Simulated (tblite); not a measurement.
C8H15P.
Atom-mapped SMILES: `[CH:1]#[C:2][CH2:3][P:4](=[CH2:5])([CH2:6][CH3:7])[CH2:8][CH3:9]` (hydrogens: H10 on C1; H11, H12 on C3; H13, H14 on C5; H15, H16 on C6; H17, H18, H19 on C7; H20, H21 on C8; H22, H23, H24 on C9)

The geometry is computed with GFN2-xTB (gas phase).

(1) What internal coordinates does the optimisation give?

Answers

(1) 
```csv
bond,length (Å),order
C1≡C2,1.198,triple
C2–C3,1.440,single
C3–P4,1.847,single
P4=C5,1.704,double
P4–C6,1.835,single
"C6–C7, C8–C9",1.522,single
P4–C8,1.891,single
C1–H10,1.049,single
"C3–H11, C3–H12",1.095,single
"C5–H13, C5–H14",1.090,single
"C6–H15, C8–H20",1.095,single
"C6–H16, C8–H21",1.096,single
C7–H17 and 5 like bonds,1.088,single
```

Bonds in one row agree within 0.01 Å and their mean is given. Orders are formal, as drawn. A selection of angles:
```csv
angle,degrees
C1–C2–C3,179.2
C2–C3–P4,114.2
C3–P4–C5,106.3
C3–P4–C6,106.6
C3–P4–C8,102.4
C5–P4–C6,109.7
C5–P4–C8,128.3
C6–P4–C8,101.8
P4–C6–C7,110.9
P4–C8–C9,119.5
```

Dihedral angles: C2–C3–P4–C5 -148° (anticlinal); C3–P4–C6–C7 -69° (synclinal); C3–P4–C8–C9 -59° (synclinal). The mirror-image conformer, all signs reversed, is as good.

The 4 C–P bonds span 1.704 Å (P4=C5, drawn double) to 1.891 Å (P4–C8, drawn single), a spread of 0.187 Å. The 4 C–C bonds span 1.198 Å (C1≡C2, drawn triple) to 1.523 Å (C8–C9, drawn single), a spread of 0.325 Å. Of the pairs four or more bonds apart, C2···H24 is among the closest relative to their van der Waals radii: 2.62 Å, 90 % of the sum of Bondi's values. P4 (phosphorus bonded to 4 C) has angles from 101.8° to 128.3°.

Point group: C1 (no symmetry element, even within 0.4 Å). Its GFN2-xTB frequencies are all real (lowest 45 cm⁻¹). One conformer, not necessarily the lowest.

Time: 1.2 s of wall time. Hardware: one thread of an Intel Xeon Platinum 8488C (shared host). This is the geometry optimisation.
